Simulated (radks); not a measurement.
The numbers below are computed, except where a source is named.
Task: Ionisation of Xe2+, [Kr] 4d10 5s2 5p4, to Xe3+, [Kr] 4d10 5s2 5p3, under several functionals. Scalar-relativistic Kohn-Sham, spin-unpolarised, spherical densities, point nucleus; a radial shooting solver on a logarithmic mesh with Libxc functionals. The NIST Atomic Spectra Database gives 31.05 eV (semi-empirical). Rank these functionals by the error of their Delta-SCF ionisation energy: HCTH/407; BP86; RPBE; exchange-only LDA.

Result: From best to worst: exchange-only LDA 30.569 eV (-0.481); RPBE 31.667 eV (+0.617); BP86 31.865 eV (+0.815); HCTH/407 31.981 eV (+0.931). Spin polarisation and multiplet splitting are left out, so open shells lie too high by an amount that depends on their filling. Spin-orbit splitting is averaged out at the scalar-relativistic level.

Beside tabulated values, note that spin-unpolarised runs miss the spin-polarisation part of the exchange energy of open shells.
